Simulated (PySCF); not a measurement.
CH2ClNO3Si, SMILES O[Si](Cl)(O)N=C=O.

Geometry optimised at PBE-D3(BJ)/def2-SVP. This is a generated structure with no PubChem entry under its InChIKey; it may be hypothetical. One conformer was computed; it need not be the lowest.

Two levels are set side by side: TDA-PBE/def2-SVPD (PySCF) and TDA-LC-ωPBE/def2-SVPD (PySCF). Vertical, same geometry. The lowest singlet is HOMO→LUMO 98 % with PBE and HOMO−1→LUMO+2 34 %, HOMO→LUMO+1 18 %, HOMO→LUMO+4 12 %, HOMO−1→LUMO+5 7 % with the other functional; states are paired by order. Differences are taken from unrounded values.

```
quantity                              TDA-LC-ωPBE
------------------------------------  -----------
lowest singlet excitation (eV)               7.19
lowest triplet excitation (TDA) (eV)         6.42
```

### Question
What does TDA-PBE give, and how far is it from TDA-LC-ωPBE? (An estimate is asked for; the answer gives what the named calculation found.)

### Answer

| quantity | TDA-PBE | TDA-PBE minus TDA-LC-ωPBE |
|---|---|---|
| lowest singlet excitation (eV) | 6.44 | -0.74 |
| lowest triplet excitation (TDA) (eV) | 6.13 | -0.29 |

A lower first singlet is the usual sign of a functional without exact exchange. Differences between two approximate levels are no errors against the true value.

Rough cost on one machine, each run with all the roots and properties that it gave: TDA-LC-ωPBE against TDA-PBE about 3 times.
